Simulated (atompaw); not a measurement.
Scattering properties, PAW (atompaw) potential for potassium

potassium, PAW, made with atompaw 4.2.0.5 (PBE, scalar-relativistic). Core [Ne], reference 3s2 3p6 4s1 4p0. Waves: 3s (bound): rc 1.35 bohr; 4s (bound): rc 2.40 bohr; 3p (bound): rc 1.65 bohr; 4p (bound, empty): rc 2.40 bohr; 3d channel at 0.5 Ry: rc 2.40 bohr. Local part: troulliermartins scheme with l = 3 at 1 Ry, radius 2.05 bohr. Core correction: smooth core density matched at 2.25 bohr. Augmentation charge: besselshape compensation charge, radius 1.75 bohr; PAW radius 2.40 bohr; waves and projectors: custom rrkj gramschmidtortho.

The phase is arctan(r·u′/u) with u = r·R(r), unwrapped; energies in Ry, scanned from -5 to 5 Ry. A pole is an energy at which the radial function vanishes at the test radius. The pseudo phase is shifted by a multiple of π to meet the all-electron one at the reference energy, and phase errors are pseudo minus all-electron; the curves can meet again beyond the range given. Levels narrower than the energy grid can be missing from the lists of poles.

Q: For each channel, where are the poles, and over which energies does the pseudopotential scatter like the atom?

A:

| channel | radius (bohr) | reference energy (Ry) | poles, all-electron | poles, pseudo | unbroken range about the reference energy with phases within 0.05 rad | phase error 1 Ry above the reference energy (rad) |
| --- | --- | --- | --- | --- | --- | --- |
| s | 2.42 | -0.17 | -2.38 | -2.38 | the whole range | +0.010 |
| p | 2.42 | -0.06 | -1.01 | -1.01 | below 1.7 | +0.004 |
| d | 2.42 | 0.50 | 1.07 | 1.22, 4.55 | 0.3 to 1.2 | +0.076 |

Phases in the s channel:

| E (Ry) | all-electron | pseudo |
| --- | --- | --- |
| -5.00 | 1.353 | 1.355 |
| -4.76 | 1.344 | 1.346 |
| -4.52 | 1.334 | 1.335 |
| -4.28 | 1.320 | 1.322 |
| -4.04 | 1.304 | 1.305 |
| -3.80 | 1.282 | 1.283 |
| -3.56 | 1.249 | 1.251 |
| -3.32 | 1.194 | 1.196 |
| -3.08 | 1.070 | 1.072 |
| -2.84 | 0.503 | 0.507 |
| -2.60 | -1.269 | -1.268 |
| -2.36 | -1.586 | -1.586 |
| -2.12 | -1.684 | -1.683 |
| -1.88 | -1.736 | -1.736 |
| -1.64 | -1.774 | -1.773 |
| -1.40 | -1.806 | -1.806 |
| -1.16 | -1.837 | -1.836 |
| -0.92 | -1.869 | -1.869 |
| -0.68 | -1.905 | -1.905 |
| -0.44 | -1.947 | -1.947 |
| -0.20 | -1.999 | -1.999 |
| 0.04 | -2.065 | -2.065 |
| 0.28 | -2.156 | -2.155 |
| 0.52 | -2.284 | -2.282 |
| 0.76 | -2.477 | -2.470 |
| 1.00 | -2.771 | -2.752 |
| 1.24 | -3.174 | -3.139 |
| 1.48 | -3.597 | -3.551 |
| 1.72 | -3.922 | -3.878 |
| 1.96 | -4.138 | -4.099 |
| 2.20 | -4.281 | -4.246 |
| 2.44 | -4.379 | -4.348 |
| 2.68 | -4.450 | -4.421 |
| 2.92 | -4.503 | -4.476 |
| 3.16 | -4.545 | -4.518 |
| 3.40 | -4.579 | -4.553 |
| 3.64 | -4.607 | -4.581 |
| 3.88 | -4.631 | -4.604 |
| 4.12 | -4.652 | -4.625 |
| 4.36 | -4.670 | -4.643 |
| 4.60 | -4.687 | -4.659 |
| 4.84 | -4.702 | -4.673 |
